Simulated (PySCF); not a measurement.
PySCF job for Si(H)(F)2(OEt) (C2H6F2OSi), SMILES CCO[SiH](F)F, SMD-ωB97X/def2-SVP. The structure is a stationary point at ωB97X-D3(BJ)/def2-SVP. This is a generated structure with no PubChem entry under its InChIKey; it may be hypothetical. The values are those of a single conformer.

```python
import numpy as np
from pyscf import gto, scf, dft
from pyscf.solvent import smd

mol = gto.M(
    atom='''
    Si    0.88880897    0.26904792    0.63207849
    F     1.77001764   -0.99972940    0.16006714
    F     1.36760873    1.48981047   -0.31094494
    O    -0.69789779   -0.03107810    0.41611630
    C    -1.31522217   -0.39320739   -0.81776202
    C    -2.80428390   -0.56464769   -0.59640100
    H     1.14691140    0.57982971    2.04144830
    H    -1.12030552    0.39258536   -1.56905082
    H    -0.86477920   -1.33043412   -1.18979374
    H    -3.24878315    0.37413102   -0.23247203
    H    -3.30188501   -0.84811229   -1.53691473
    H    -2.99290294   -1.34964511    0.15163208
    ''',
    basis='def2-SVP',
    charge=0,
    spin=0,
    max_memory=1600,
    verbose=3,
)
mf = dft.RKS(mol, xc='wb97x').density_fit(auxbasis='def2-universal-jkfit')
mf.grids.level = 3
mf.conv_tol = 1e-9
mf.max_cycle = 100
mf.kernel()
res = {}
for name in ['water', 'chloroform', 'n-hexane']:
    s = mf.SMD()
    s.with_solvent.solvent, s.with_solvent.sasa_ng = name, 194
    s.kernel(mf.make_rdm1())
    res[name] = (s.e_tot, s.with_solvent.get_cds(), s.dip_moment(), s.mo_energy, s.converged)
    print(f'SMD {name}: dG(solv) = {(s.e_tot - mf.e_tot) * 627.509474:.3f} kcal/mol, of which CDS {res[name][1] * 627.509474:.3f}')
```

Output:

```
converged SCF energy = -643.938229824145
converged SCF energy = -643.939090766608
Dipole moment(X, Y, Z, Debye): -1.69057, -0.36417, -0.27088
SMD water: dG(solv) = -0.540 kcal/mol, of which CDS 3.780
converged SCF energy = -643.943806767073
Dipole moment(X, Y, Z, Debye): -1.69645, -0.34437, -0.18169
SMD chloroform: dG(solv) = -3.500 kcal/mol, of which CDS -0.769
converged SCF energy = -643.942124552049
Dipole moment(X, Y, Z, Debye): -1.64445, -0.32585, -0.14153
SMD n-hexane: dG(solv) = -2.444 kcal/mol, of which CDS -1.091
```

The calculation finished and met its thresholds.

Cost: around 70 core-seconds (rough).
